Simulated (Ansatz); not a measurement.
CH₃N₂S, SMILES NC([NH])=S, multiplicity 2.

Coordinates come from a PBE0-D3(BJ)/def2-SVP optimisation. The isomer is the one that the SMILES or the coordinates give; other isomers of the formula were not compared. Other conformers were not sampled.

Two levels are set side by side: PBE/def2-SVPD (Ansatz, a first-principles code) and PBE0/def2-SVPD (Ansatz). Energy differences of separate SCF runs at the same geometry; the states with an electron removed or added have multiplicity 3 and 1. Differences are taken from unrounded values.

| quantity | PBE0 |
|---|---|
| vertical ionisation energy (eV) | 9.18 |
| vertical electron affinity (eV) | 2.22 |

What does PBE give, and how far is it from PBE0? (An estimate is asked for; the answer gives what the named calculation found.)


```json
[
 {"quantity": "vertical ionisation energy (eV)", "PBE": "9.09", "PBE minus PBE0": "-0.09"},
 {"quantity": "vertical electron affinity (eV)", "PBE": "2.09", "PBE minus PBE0": "-0.13"}
]
```
